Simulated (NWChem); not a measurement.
System: C2H6NO cation; SMILES CC([NH3+])=O

The following NWChem deck was run.

```
start job
memory heap 200 mb stack 900 mb global 1100 mb
charge 1
geometry units angstroms noautosym nocenter noautoz
  C     -0.670577    -1.297606     0.036869
  C      0.231531    -0.126196     0.010795
  N     -0.552408     1.256227    -0.046605
  O      1.398366    -0.022338     0.024724
  H     -1.334237    -1.260771     0.916183
  H     -1.303341    -1.323688    -0.865356
  H     -0.057129    -2.206247     0.079328
  H      0.146788     2.012631    -0.065014
  H     -1.143034     1.336035    -0.886554
  H     -1.161169     1.393650     0.772707
end
basis spherical
  * library def2-svp
end
dft
  xc xpbe96 cpbe96
  iterations 150
end
cosmo
  do_cosmo_smd true
  solvent water
end
task dft energy
```

NWChem printed, in part:

```
             Northwest Computational Chemistry Package (NWChem) 7.3.0
             --------------------------------------------------------

                             Geometry "geometry" -> ""
                             -------------------------

 Output coordinates in angstroms (scale by  1.889725989 to convert to a.u.)

  No.       Tag          Charge          X              Y              Z
 ---- ---------------- ---------- -------------- -------------- --------------
    1 C                    6.0000    -0.67057700    -1.29760600     0.03686900
    2 C                    6.0000     0.23153100    -0.12619600     0.01079500
    3 N                    7.0000    -0.55240800     1.25622700    -0.04660500
    4 O                    8.0000     1.39836600    -0.02233800     0.02472400
    5 H                    1.0000    -1.33423700    -1.26077100     0.91618300
    6 H                    1.0000    -1.30334100    -1.32368800    -0.86535600
    7 H                    1.0000    -0.05712900    -2.20624700     0.07932800
    8 H                    1.0000     0.14678800     2.01263100    -0.06501400
    9 H                    1.0000    -1.14303400     1.33603500    -0.88655400
   10 H                    1.0000    -1.16116900     1.39365000     0.77270700

 Effective nuclear repulsion energy (a.u.)     127.6971656077

  pbe96 is a nonlocal functional; adding pw91lda local functional.

                                 NWChem DFT Module
                                 -----------------

 Summary of "ao basis" -> "ao basis" (spherical)
 ------------------------------------------------------------------------------
       Tag                 Description            Shells   Functions and Types
 ---------------- ------------------------------  ------  ---------------------
 C                          def2-svp                 6       14   3s2p1d
 N                          def2-svp                 6       14   3s2p1d
 O                          def2-svp                 6       14   3s2p1d
 H                          def2-svp                 3        5   2s1p

 in cosmo_initialize ...
 calling solv_data for solv:h2o

 solvent parameters
 solvname_short: h2o
 solvname_long:  water
 dielec:       78.4000
 dielecinf:     1.7769
 aqueous SMD model solvent descriptors
 dielec:       78.4000
 sola:          0.8200

[...]

                                COSMO-SMD solvation results
                                ---------------------------

             internal energy in gas <Psi(g)|H|Psi(g)> =      -209.133508779607
         internal energy in solvent <Psi(s)|H|Psi(s)> =      -209.128014526974
                               delta internal energy  =         0.005494252633 (    3.45 kcal/mol)
   total free energy in solvent <Psi(s)|H+V/2|Psi(s)> =      -209.256894280860
 polarization energy contribution <Psi(s)|V/2|Psi(s)> =        -0.128879753886 (  -80.87 kcal/mol)
    total free energy in solvent including G(SMD-CDS) =      -209.249312374175
                       G(SMD-CDS) energy contribution =         0.007581906686 (    4.76 kcal/mol)
     1 M fixed-concentration free energy of solvation =        -0.115803594568 (  -72.67 kcal/mol)

                       DFT Final Molecular Orbital Analysis
                       ------------------------------------

 Vector   14  Occ=2.000000D+00  E=-3.688848D-01
              MO Center= -4.5D-01, -1.3D+00,  4.4D-02, r^2= 1.9D+00
   Bfn.  Coefficient  Atom+Function         Bfn.  Coefficient  Atom+Function
  ----- ------------  ---------------      ----- ------------  ---------------
    67      0.368781   7 H  s                 5     -0.311781   1 C  py
     4      0.308437   1 C  px               33      0.171544   3 N  py
    57     -0.155816   5 H  s                62     -0.153477   6 H  s
    68      0.129794   7 H  s                 8     -0.118206   1 C  py
     7      0.117026   1 C  px               36     -0.113463   3 N  py

 Vector   15  Occ=2.000000D+00  E=-3.617630D-01
              MO Center= -1.8D-01, -8.3D-01,  2.7D-02, r^2= 2.6D+00
   Bfn.  Coefficient  Atom+Function         Bfn.  Coefficient  Atom+Function
  ----- ------------  ---------------      ----- ------------  ---------------
    48     -0.370773   4 O  pz                6      0.365155   1 C  pz
    57      0.261425   5 H  s                62     -0.262595   6 H  s
    51     -0.243330   4 O  pz                9      0.165362   1 C  pz
    20     -0.147725   2 C  pz               58      0.092533   5 H  s
    63     -0.092803   6 H  s                23     -0.070709   2 C  pz

 Vector   16  Occ=2.000000D+00  E=-2.837215D-01
              MO Center=  7.9D-01,  3.1D-02,  1.4D-02, r^2= 1.9D+00
   Bfn.  Coefficient  Atom+Function         Bfn.  Coefficient  Atom+Function
  ----- ------------  ---------------      ----- ------------  ---------------
    47      0.564921   4 O  py               50      0.377565   4 O  py
    31     -0.249817   3 N  s                 3      0.215333   1 C  s
    33     -0.215710   3 N  py               36      0.180782   3 N  py
     4      0.163937   1 C  px               32      0.159632   3 N  px
     5      0.138542   1 C  py               22      0.127741   2 C  py

 Vector   17  Occ=0.000000D+00  E=-9.135814D-02
              MO Center=  3.7D-01, -1.5D-01,  1.3D-02, r^2= 1.9D+00
   Bfn.  Coefficient  Atom+Function         Bfn.  Coefficient  Atom+Function
  ----- ------------  ---------------      ----- ------------  ---------------
    20      0.585747   2 C  pz               23      0.487701   2 C  pz
    48     -0.432876   4 O  pz               51     -0.420867   4 O  pz
    58     -0.185874   5 H  s                63      0.186271   6 H  s
    57     -0.152149   5 H  s                62      0.152580   6 H  s
    82     -0.113164  10 H  s                77      0.112577   9 H  s

[...]
```

Level: PBE/def2-SVP, SMD on the gas-phase geometry. Coordinates come from a PBE0/def2-SVP optimisation. Solvent: water.
